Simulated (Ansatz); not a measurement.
Program: Ansatz. Geometries: PBE0-D4/def2-TZVP. ΔE: electronic, gas phase. CBS: MP2 limit from def2 TZ/QZ plus the TZ coupled-cluster correction, frozen cores. This one scheme is used for every species. DFT in def2-TZVPP. One conformer a species, not always the lowest.

`NB(N)F` + HCl → `NB(F)Cl` + NH₃  (ligand exchange at a B–N bond)

```json
{"level": "LDA (SPW92)", "ΔE (kcal/mol)": "2.0", "difference from CCSD(T)/CBS": "1.1"}
{"level": "r2SCANh-D4", "ΔE (kcal/mol)": "0.5", "difference from CCSD(T)/CBS": "-0.4"}
{"level": "r2SCAN0-D4", "ΔE (kcal/mol)": "0.9", "difference from CCSD(T)/CBS": "0.0"}
{"level": "CAM-B3LYP-D4", "ΔE (kcal/mol)": "2.2", "difference from CCSD(T)/CBS": "1.3"}
{"level": "r2SCAN", "ΔE (kcal/mol)": "0.2", "difference from CCSD(T)/CBS": "-0.7"}
{"level": "CCSD/def2-SVP", "ΔE (kcal/mol)": "1.1", "difference from CCSD(T)/CBS": "0.2"}
{"level": "CCSD(T)/def2-SVP", "ΔE (kcal/mol)": "0.6", "difference from CCSD(T)/CBS": "-0.3"}
{"level": "MP2/def2-QZVPP", "ΔE (kcal/mol)": "0.3", "difference from CCSD(T)/CBS": "-0.6"}
{"level": "SCS-MP2/def2-QZVPP", "ΔE (kcal/mol)": "0.7", "difference from CCSD(T)/CBS": "-0.2"}
{"level": "CCSD/CBS(def2)", "ΔE (kcal/mol)": "1.5", "difference from CCSD(T)/CBS": "0.6"}
{"level": "CCSD(T)/CBS", "ΔE (kcal/mol)": "0.9", "difference from CCSD(T)/CBS": "0"}
```

Largest T1 diagnostic among the species: 0.011.

In def2-TZVPP, CCSD(T) changes the Hartree–Fock value by −1.6 kcal/mol (the triples alone add −0.6 kcal/mol) and MP2 by −2.3 kcal/mol. Leaving LDA and LC-ωPBE aside and taking each functional with its dispersion term where it has one, the values, not all of them listed here, spread over 2.9 kcal/mol, from revPBE-D4 to CAM-B3LYP-D4. LDA lies +2.2 kcal/mol from PBE without D4.
